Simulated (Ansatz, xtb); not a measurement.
Torsion H3–O1–Ge2–H4 in GeH2O (SMILES [OH][GeH]); at each angle all else is relaxed with GFN2-xTB, and the levels are single points there.
Geometry at 180° (charge 0, multiplicity 1):
```
atom    x (Å)    y (Å)    z (Å)
----  -------  -------  -------
O     -0.8204   0.2793   0.2874
Ge     0.7808   0.6234  -0.3681
H     -1.3957  -0.3737  -0.1074
H      1.0484   1.7551   0.8013
```

On the grid 0° to 330°, 120° is the highest and 180° the lowest point at CCSD(T)/CBS(cc-pVTZ, cc-pVQZ).

Cores are frozen in the correlated methods. Filled d and f shells under p-block atoms count as core. CBS: X⁻³ extrapolation of the correlation energy, Hartree–Fock from the larger set.

Codes used: Ansatz (Gaussian basis) for Hartree–Fock, density functionals and correlated methods; xtb for the GFN methods. 

Question: Give the energy at 120° less that at 180° at the level GFN1-xTB.

Answer: 5.1 kcal/mol

Ansatz is a quantum-chemistry and plane-wave program.
